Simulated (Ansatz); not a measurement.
H8OSSi3 (`O[SiH2][SiH]([SiH3])S`), relaxed with RKS PBE-D4/def2-SVP in the Gaussian-basis code of Ansatz from a rough embedded geometry. The force threshold is 0.03 eV/Å; the program also tests the step.

Total charge 0; spin multiplicity 1.

Start:

```xyz
13

O    -2.281    1.114    1.250
Si   -0.904    0.289    1.296
Si    0.245    0.437   -0.703
Si    2.120   -0.975   -0.421
S    -0.973   -0.123   -2.363
H    -3.139    0.618    1.141
H    -0.072    0.832    2.426
H    -1.217   -1.106    1.566
H     0.736    1.883   -0.909
H     2.918   -0.982   -1.604
H     2.862   -0.558    0.762
H     1.587   -2.356   -0.157
H    -1.882    0.927   -2.283
```

```
         step  energy (eV)  largest force (eV/Å)  largest move (Å)
            1  -36615.1772                 3.516             0.000
            2  -36615.4303                 1.370             0.192
            3  -36615.5093                 0.517             0.115
            4  -36615.5337                 0.190             0.164
            5  -36615.5427                 0.248             0.101
            6  -36615.5522                 0.278             0.117
            7  -36615.5655                 0.343             0.196
            8  -36615.5783                 0.403             0.096
            9  -36615.5850                 0.352             0.132
           10  -36615.5930                 0.320             0.082
           11  -36615.5961                 0.198             0.200
12 (rejected)  -36615.5904                 0.321             0.158
           13  -36615.6070                 0.042             0.079
           14  -36615.6079                 0.077             0.048
15 (rejected)  -36615.6059                 0.386             0.021
           16  -36615.6082                 0.013             0.010
```

End:

```xyz
13

O    -2.469    0.910    0.630
Si   -0.994    0.359    1.265
Si    0.446    0.570   -0.582
Si    2.152   -1.044   -0.547
S    -0.866    0.112   -2.252
H    -3.263    0.701    1.152
H    -0.564    1.170    2.464
H    -1.094   -1.084    1.701
H     1.047    1.954   -0.657
H     2.901   -1.058   -1.853
H     3.125   -0.745    0.563
H     1.548   -2.402   -0.313
H    -1.967    0.559   -1.570
```

Run time 27 s (4 threads of an Arm Neoverse V1 on a shared host); peak host memory 0.18 GiB.
